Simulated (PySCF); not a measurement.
From one molecule to another.

First species: C11H12.
InChI=1S/C11H12/c1-9-8-11(9,2)10-6-4-3-5-7-10/h3-7H,1,8H2,2H3/t11-/m0/s1

Second species: CH5NSi.
Numbering: `[CH2:1]=[N:2][SiH3:3]` (hydrogens: H4, H5 on C1; H6, H7, H8 on Si3)

Levels: PBE0/def2-SVPD for dipole moment, HOMO energy, LUMO energy, HOMO–LUMO gap, static isotropic polarisability and electronic spatial extent ⟨r²⟩ about the centre of nuclear charge; TDDFT PBE0/def2-SVPD for lowest singlet excitation; TDA PBE0/def2-SVPD for lowest triplet excitation (Tamm–Dancoff); PBE0-D3(BJ)/def2-SVP for rotational constant A and rotational constant C. Geometries: PBE0-D3(BJ)/def2-SVP. All species are isolated and taken at one optimised geometry, non-relativistic unless stated. Electronic properties by PySCF.

Dipoles, sizes and rotational constants follow the conformer. The torsions of the flexible species, by atom-mapped SMILES:
- `[CH2:1]=[C:2]1[CH2:3][C@:4]1([CH3:5])[c:6]1[cH:7][cH:8][cH:9][cH:10][cH:11]1`: C3–C4–C6–C7 129°

Which of the two has the higher HOMO–LUMO gap, and by how much?

The first: 6.48 eV against 6.20 eV, a difference of 0.28 eV.

Which has the higher static isotropic polarisability?

The first: 128.0 au against 49.4 au, a difference of 78.6 au.

Which has the higher T1 energy?

The first: 3.97 eV against 3.44 eV, a difference of 0.53 eV.

Which has the higher LUMO energy?

The first: -0.25 eV against -1.04 eV, a difference of 0.79 eV.

Which of the two has the higher dipole moment, and by how much?

The second: 1.46 D against 0.50 D, a difference of 0.96 D.

Which has the higher S1 energy?

The first: 5.27 eV against 4.11 eV, a difference of 1.16 eV.

Which of the two has the higher HOMO energy, and by how much?

The first: -6.73 eV against -7.24 eV, a difference of 0.51 eV.

Which of the two has the higher ⟨r²⟩, and by how much?

The first: 1827 bohr² against 277 bohr², a difference of 1550 bohr².

On the first: S1 lies 1.21 eV below the HOMO–LUMO gap; its leading configuration is HOMO→LUMO+1, weight 0.47, beside HOMO−1→LUMO, weight 0.28. In wavenumbers S1 is 42500 cm⁻¹ (1 eV = 8065.54 cm⁻¹).

On the second: The principal polarisabilities are 39.5, 45.7 and 63.1 au; their mean is the isotropic value. The polarisability is 7.33 Å³ as a volume (1 au = 0.148185 Å³), or 1.55 au for each of the 32 electrons.
